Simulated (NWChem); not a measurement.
System: TlCl; SMILES [Cl][Tl]

Input file for NWChem:

```
start job
memory heap 200 mb stack 900 mb global 1100 mb
geometry units angstroms noautosym nocenter noautoz
  Tl     0.000000     0.000000    -0.413524
  Cl     0.000000     0.000000     2.105985
end
basis spherical
  * library def2-svpd
end
ecp
  Tl library def2-ecp
end
dft
  xc pbe0
  iterations 150
end
property
  response 1 0.0
end
task dft property
```

Excerpt of the output:

```
             Northwest Computational Chemistry Package (NWChem) 7.3.0
             --------------------------------------------------------

                             Geometry "geometry" -> ""
                             -------------------------

 Output coordinates in angstroms (scale by  1.889725989 to convert to a.u.)

  No.       Tag          Charge          X              Y              Z
 ---- ---------------- ---------- -------------- -------------- --------------
    1 Tl                  81.0000     0.00000000     0.00000000    -0.41352400
    2 Cl                  17.0000     0.00000000     0.00000000     2.10598500

 Effective nuclear repulsion energy (a.u.)     289.2139190106

                                 NWChem DFT Module
                                 -----------------

 Summary of "ao basis" -> "ao basis" (spherical)
 ------------------------------------------------------------------------------
       Tag                 Description            Shells   Functions and Types
 ---------------- ------------------------------  ------  ---------------------
 Tl                        def2-svpd                12       32   5s4p3d
 Cl                        def2-svpd                11       27   5s4p2d

            General Information
            -------------------
          SCF calculation type: DFT
          Wavefunction type:  closed shell.
          No. of atoms     :     2
          No. of electrons :    38
           Alpha electrons :    19
            Beta electrons :    19
          Charge           :     0
          Spin multiplicity:     1
          Use of symmetry is: off; symmetry adaption is: off
          Maximum number of iterations: 150
          AO basis - number of functions:    59
                     number of shells:    23
          Convergence on energy requested:  1.00D-06
          Convergence on density requested:  1.00D-05
          Convergence on gradient requested:  5.00D-04

              XC Information
              --------------
                         PBE0 Method XC Functional
                     Hartree-Fock (Exact) Exchange  0.250
          PerdewBurkeErnzerhof Exchange Functional  0.750
            Perdew 1991 LDA Correlation Functional  1.000 local
           PerdewBurkeErnz. Correlation Functional  1.000 non-local

             Grid Information
             ----------------
          Grid used for XC integration:  medium
          Radial quadrature: Mura-Knowles
          Angular quadrature: Lebedev.
          Tag              B.-S. Rad. Rad. Pts. Rad. Cut. Ang. Pts.
          ---              ---------- --------- --------- ---------
          Tl                  1.90      123          12.0       590
          Cl                  1.00       88          13.0       590
          Grid pruning is: on
          Number of quadrature shells:   211
          Spatial weights used:  Erf1

      Superposition of Atomic Density Guess
      -------------------------------------

 Sum of atomic energies:        -654.56667775

      Non-variational initial energy
      ------------------------------

 Total energy =    -630.785613
 1-e energy   =   -1085.746542
 2-e energy   =     379.979542
 HOMO         =      -0.328372
 LUMO         =       0.005056

   convergence    iter        energy       DeltaE   RMS-Dens  Diis-err
 ---------------- ----- ----------------- --------- --------- ---------
 d= 0,ls=0.0,diis     1   -632.4574110687 -7.07D+02  2.54D-02  2.55D-01
 d= 0,ls=0.0,diis     2   -632.3892742744  6.81D-02  1.30D-02  6.36D-01
 d= 0,ls=0.0,diis     3   -632.5035745552 -1.14D-01  1.67D-03  4.80D-03
 d= 0,ls=0.0,diis     4   -632.5043890259 -8.14D-04  2.05D-04  1.56D-04
 d= 0,ls=0.0,diis     5   -632.5044115009 -2.25D-05  6.30D-05  1.06D-05
  Resetting Diis
 d= 0,ls=0.0,diis     6   -632.5044132307 -1.73D-06  2.03D-05  6.13D-07
 d= 0,ls=0.0,diis     7   -632.5044133461 -1.15D-07  4.11D-06  9.02D-09

         Total DFT energy =     -632.504413346135
      One electron energy =    -1087.325614636606
           Coulomb energy =      422.911246524979
    Exchange-Corr. energy =      -43.071431644674
 Nuclear repulsion energy =       74.981386410167

 Numeric. integr. density =       38.000000191530

                       DFT Final Molecular Orbital Analysis
                       ------------------------------------

 Vector   17  Occ=2.000000D+00  E=-2.908813D-01
              MO Center=  1.2D-08,  1.6D-08,  2.0D+00, r^2= 1.5D+00
   Bfn.  Coefficient  Atom+Function         Bfn.  Coefficient  Atom+Function
  ----- ------------  ---------------      ----- ------------  ---------------
    44      0.424734  2 Cl px                45      0.424834  2 Cl py
    41      0.322601  2 Cl px                42      0.322677  2 Cl py
    38      0.187728  2 Cl px                39      0.187773  2 Cl py
    47      0.085057  2 Cl px                48      0.085077  2 Cl py
    12      0.067064  1 Tl px                13      0.067080  1 Tl py

[...]

 DFT Linear Response polarizability / au
 Frequency  =       0.0000000 / au
              X              Y              Z
 -----------------------------------------------
 X      42.5454255     -0.0000001     -0.0000001
 Y      -0.0000001     42.5454255     -0.0000002
 Z      -0.0000001     -0.0000002     75.7950178
 -----------------------------------------------
 Eigenvalues =      42.5454256     42.5454254     75.7950178
 Isotropic   =      53.6286229
 Anisotropic =      33.2495923
 -----------------------------------------------

 Magnetic Dipole Response Matrix (nonzero elements):

 Exiting AOResponse driver routine
```

Level: PBE0/def2-SVPD with def2 effective core potentials on Tl. Structure relaxed at the PBE0/def2-SVP level. def2 effective core potentials on Tl; no spin-orbit coupling.
